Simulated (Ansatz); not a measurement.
Several settings on one geometry of K₂S (the lowest singlet isomer of a short search) (that of the charge 0 singlet, r2SCAN-D4/def2-TZVP). Ansatz on 4 threads of Arm Neoverse V1 on a shared host; times are rough.

```xyz
3

K     0.484   -2.066    1.738
K    -0.465    2.074   -1.733
S    -0.019   -0.009   -0.005
```

Totals from different functionals, basis sets or treatments of relativity can't be compared as stabilities.

DK, ANO-RCC and x2c sets are all-electron and run with scalar relativity unless a key says otherwise.

(1) Give the basis size and estimate the energy, ⟨S²⟩ and time of these runs.

| run | method | charge | state | further keys |
| --- | --- | --- | --- | --- |
| 1 | RKS r2SCANh-D3(BJ)-ATM/ANO-RCC-VTZP | 0 | singlet | scf: {omitted_lower_state_checks: [starts]}; forces asked |
| 2 | RKS CAM-B3LYP/ANO-RCC-VTZP | 0 | singlet | scf: {lower_state_search: off} |
| 3 | RKS RPBE/ANO-RCC-VTZP | 0 | singlet | scf: {omitted_lower_state_checks: [starts]} |
| 4 | RKS rPW86-PBE/def2-SVPD | 0 | singlet | pseudopotentials: {relativity: none}; scf: {omitted_lower_state_checks: [starts]} |

Answers

(1) 
| run | functions | energy (Eh) | ⟨S²⟩ | wall time |
| --- | --- | --- | --- | --- |
| 1 | 110 | -1603.7338 | – | 6.5 s |
| 2 | 110 | -1603.9073 | – | 2 s |
| 3 | 110 | -1603.7091 | – | 1.7 s |
| 4 | 81 | -1599.0328 | – | 2.7 s |
